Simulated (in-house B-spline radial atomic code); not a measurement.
A fraction x of an electron is removed from 2p in S4+, starting from [Ne] 3s2 and keeping the highest spin. Method: non-relativistic M06-L, spin-polarised, spherical fractional occupations, point nucleus. Calculated with a radial B-spline atomic code at the basis-set limit.

```json
{"x": "0", "E(x) - E(0) (eV)": "0.0000", "2p down level (eV)": "-219.006"}
{"x": "0.08", "E(x) - E(0) (eV)": "17.6529", "2p down level (eV)": "-222.319"}
{"x": "0.15", "E(x) - E(0) (eV)": "33.3170", "2p down level (eV)": "-225.228"}
{"x": "0.31", "E(x) - E(0) (eV)": "?", "2p down level (eV)": "?"}
{"x": "0.5", "E(x) - E(0) (eV)": "114.7085", "2p down level (eV)": "-239.897"}
{"x": "0.53", "E(x) - E(0) (eV)": "121.9244", "2p down level (eV)": "-241.164"}
{"x": "0.72", "E(x) - E(0) (eV)": "168.5094", "2p down level (eV)": "-249.214"}
{"x": "0.77", "E(x) - E(0) (eV)": "181.0232", "2p down level (eV)": "-251.340"}
{"x": "0.91", "E(x) - E(0) (eV)": "?", "2p down level (eV)": "?"}
{"x": "1", "E(x) - E(0) (eV)": "239.9600", "2p down level (eV)": "-261.165"}
```

**Question.** What belongs in the row x = 0.31?

**Answer.** An energy change of 69.8873 eV; 2p down at -231.909 eV.

**Question.** What belongs in the row x = 0.91?

**Answer.** An energy change of 216.6286 eV; 2p down at -257.313 eV.

**Question.** Check Janak's theorem between x = 0.08 and 0.15.

**Answer.** The slope of the energy is 223.77 eV; the orbital levels give 223.77 eV (-ε of the emptying orbital, averaged over the two points).
